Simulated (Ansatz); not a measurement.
The cluster Mg₃O₄⁻ (the lowest doublet isomer of a short search), 7 atoms. Hardware: 4 threads of AMD EPYC on a shared host.

Correlated methods freeze 7 core orbitals; core or outer-core shells of Mg are correlated, in sets that lack core-valence functions.

Q: How many basis functions does each of these Ansatz runs have, and roughly what does it cost? r2SCAN-D4/def2-TZVPD, charge -1 doublet, energy, from earlier orbitals; PBE-D4/def2-TZVPD, charge -1 doublet, energy and forces, from earlier orbitals; MP2/def2-TZVPD, charge -1 doublet, energy, from earlier orbitals; B97M-V/def2-TZVPD, charge -1 doublet, energy, from earlier orbitals; PBE0-D4/def2-TZVPD, charge -1 doublet, energy, from earlier orbitals; RPA@PBE/def2-TZVPD, charge -1 doublet, energy, from earlier orbitals; BLYP-D4/def2-TZVPD, charge -1 doublet, energy, from earlier orbitals; PBE-QIDH/def2-TZVPD, charge -1 doublet, energy, from earlier orbitals; PBE0-D4/def2-SVPD, charge -1 doublet, relaxation, 17 steps; PBE0-D4/def2-SVP, charge -1 doublet, energy with a search over starts.

A: Other jobs shared the machine, so times can vary by a factor of up to 3. A dash marks memory too small to be measured apart from the calling script's.

| run | functions | fitting or Cholesky vectors | wall time | peak host memory (GiB) |
| --- | --- | --- | --- | --- |
| BLYP-D4/def2-TZVPD, charge -1 doublet, energy, from earlier orbitals | 265 | 1660 | 21 s | 0.55 |
| PBE-D4/def2-TZVPD, charge -1 doublet, energy and forces, from earlier orbitals | 265 | 1660 | 25 s | 0.55 |
| PBE0-D4/def2-SVP, charge -1 doublet, energy with a search over starts | 110 | 966 | 30 s | – |
| PBE0-D4/def2-TZVPD, charge -1 doublet, energy, from earlier orbitals | 265 | 1660 | 36 s | 1.3 |
| r2SCAN-D4/def2-TZVPD, charge -1 doublet, energy, from earlier orbitals | 265 | 1660 | 37 s | 0.65 |
| B97M-V/def2-TZVPD, charge -1 doublet, energy, from earlier orbitals | 265 | 1660 | 53 s | 0.85 |
| MP2/def2-TZVPD, charge -1 doublet, energy, from earlier orbitals | 265 | 1911 | 56 s | 1 |
| RPA@PBE/def2-TZVPD, charge -1 doublet, energy, from earlier orbitals | 265 | 1911 | 61 s | 1.1 |
| PBE-QIDH/def2-TZVPD, charge -1 doublet, energy, from earlier orbitals | 265 | 1911 | 63 s | 1.1 |
| PBE0-D4/def2-SVPD, charge -1 doublet, relaxation, 17 steps | 155 | 1364 | 4.3 min | 0.57 |
